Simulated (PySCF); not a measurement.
**SrH, CCSD(T): how much the basis matters**

PySCF, UHF reference; doublet, unpaired electrons σ ↑; De to Sr + H without counterpoise correction. Frozen cores follow the default of each basis and core potential.

```tsv
basis	relativity	functions	Re (Å)	ωe (cm⁻¹)	De (eV)	frozen orbitals
def2-SVP	scalar-relativistic core potentials	28	2.184	1167	1.38	0
def2-SVPD	scalar-relativistic core potentials	34	2.160	1194	1.66	0
def2-TZVP	scalar-relativistic core potentials	39	2.188	1133	1.35	0
x2c-SVPall	spin-free X2C	55	2.131	1148	1.48	9
```

Q: How does each smaller set differ from the one with most functions, x2c-SVPall?

A: def2-SVP: +5.3 pm, +1.7 % in ωe, -0.10 eV in De; def2-SVPD: +2.9 pm, +4.0 % in ωe, +0.18 eV in De; def2-TZVP: +5.7 pm, -1.3 % in ωe, -0.13 eV in De. All at CCSD(T); the set with most functions is neither the basis-set limit nor always the best. The rows treat relativity differently, so the differences are not basis effects alone.

Correlated steps freeze the inner cores (0 to 9 orbitals); shallow outer-core shells are correlated. Correlated levels converge slowly with the basis: in double zeta they bind strong bonds too weakly, by up to about 1 eV, and carry superposition errors of some tenths. Spin–orbit coupling is left out. The state was picked by a PBE0 search and need not be the measured ground state.
